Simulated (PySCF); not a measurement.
# Reading the logs of faulty runs: Ge2H5O cation

All numbers below are calculated, not measured. The program is PySCF 2.14.0, an open-source quantum chemistry code, run on an isolated molecule that a program drew, which may never have been made. The molecule is Ge2H5O cation (charge +1, singlet), drawn as the SMILES string `[GeH2+][O][GeH3]`.

Each row is a Hartree-Fock (HF) and frozen-core CCSD(T) single point in the cc-pVDZ basis, meant for a local HF minimum. Run 1 is clean. Each other run has one planted mistake out of seven kinds, and not every kind appears here: one electron removed, one electron added, multiplicity raised by two, geometry at a saddle point, minimal basis STO-3G, one bond length entered in bohr, all coordinates scaled. The reference is restricted for singlets and unrestricted otherwise, and also for a bond in bohr. Adding or removing an electron swaps singlet and doublet. Electrons count all cores. HOMO and LUMO are orbital energies over both spins, the gradient is its largest component, and the lowest frequency (negative if imaginary) is given only where the gradient is small. Bond lengths are over the 7 bonds as drawn. T1 is the CCSD diagnostic: over 0.02 (restricted) or 0.045 (unrestricted) a single reference is doubtful. Germanium has the cc-pVDZ-PP basis, with a core potential (ECP10MDF) in place of its 10 inner electrons, and its 3s, 3p and 3d shells are frozen in CCSD(T).

Geometry of the clean run:
```xyz
8
Ge2H5O cation, angstrom
Ge    2.1967   -0.3841   -0.2120
O     0.6070   -0.5337    0.2494
Ge   -1.0060   -0.0462    1.0712
H     2.9646    0.8494    0.1979
H     2.7706   -1.5156   -1.0246
H    -1.2669   -1.2153    1.9955
H    -0.6745    1.2593    1.7710
H    -1.9465    0.0857   -0.1069
```

```
run,electrons,basis functions,<S^2>,HOMO (eV),LUMO (eV),gradient (hartree/bohr),lowest frequency (cm^-1),mean bond (Å),longest bond (Å),T1,HF (hartree),CCSD(T) (hartree),mistake
1,76,85,0.000,-17.00,-4.73,1.3e-05,50,1.5853,1.875,0.0202,-664.27832,-664.68894,no fault
2,75,85,0.767,-22.40,-12.74,1.1e-01,-,1.5853,1.875,0.0793,-663.71747,-664.09256,one electron removed
3,76,85,2.024,-12.25,-6.60,1.6e-01,-,1.5853,1.875,0.0414,-664.14021,-664.51530,multiplicity raised by two
4,76,85,0.871,-13.72,-4.77,8.2e-03,-,1.7782,2.868,0.0434,-664.17248,-664.56935,one bond length entered in bohr
5,76,85,0.000,-17.46,-4.64,9.9e-02,-,1.4680,1.736,0.0158,-664.22542,-664.62120,all coordinates scaled
6,77,85,0.767,-6.15,2.72,9.2e-02,-,1.5853,1.875,0.0155,-664.47736,-664.89554,?
```

**Which mistake was planted in run 6, and what did it cost?**

It counts 77 electrons, one more than the clean run, at the same geometry and basis. So the mistake is: one electron added. Subtracting run 1 and multiplying by 627.51 kcal/mol a hartree, the energy moved by -124.9 kcal/mol in HF and -129.6 kcal/mol in CCSD(T).

Cautions from the logs. Run 1: T1 is over the limit, so its CCSD(T) energy is less reliable; run 2: T1 is over the limit, so its CCSD(T) energy is less reliable.
